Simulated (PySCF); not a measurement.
Ga(Cl)2(OH) (Cl2GaHO), SMILES [Ga]([Cl])([OH])[Cl].

Coordinates come from a B3LYP-D3(BJ)/def2-SVP optimisation. One conformer was computed; it need not be the lowest.

The numbers are results of PySCF with TDA-LC-ωPBE/def2-SVPD, not measurements.

Vertical excitations. The molecule is in vacuum. State labels are in the subgroup Cs.

```
state  symmetry  energy (eV)  λ (nm)      f                                             main pairs
-----  --------  -----------  ------  -----  -----------------------------------------------------
S1           A"         6.97     178  0.000                     HOMO−3→LUMO 52 %, HOMO−1→LUMO 34 %
S2           A'         7.00     177  0.029                                         HOMO→LUMO 82 %
S3           A"         7.09     175  0.000                     HOMO−1→LUMO 50 %, HOMO−3→LUMO 34 %
S4           A'         7.22     172  0.068                                       HOMO−2→LUMO 77 %
S5           A"         7.77     159  0.000                                       HOMO→LUMO+1 96 %
S6           A"         7.84     158  0.023                   HOMO−2→LUMO+1 77 %, HOMO−4→LUMO 15 %
S7           A"         7.89     157  0.092                   HOMO−4→LUMO 65 %, HOMO−2→LUMO+1 18 %
S8           A'         7.89     157  0.030                   HOMO−5→LUMO 50 %, HOMO−3→LUMO+1 34 %
S9           A'         8.16     152  0.023                   HOMO−1→LUMO+1 75 %, HOMO−6→LUMO 16 %
S10          A'         8.65     143  0.266                   HOMO−3→LUMO+1 47 %, HOMO−5→LUMO 21 %
T1           A'         6.46     192      0                       HOMO→LUMO 79 %, HOMO→LUMO+2 14 %
T2           A"         6.47     192      0                     HOMO−3→LUMO 49 %, HOMO−1→LUMO 30 %
T3           A'         6.55     189      0                                       HOMO−2→LUMO 79 %
T4           A"         6.63     187      0  HOMO−1→LUMO 49 %, HOMO−3→LUMO 30 %, HOMO−1→LUMO+2 9 %
```
Triplets are in the Tamm–Dancoff approximation.
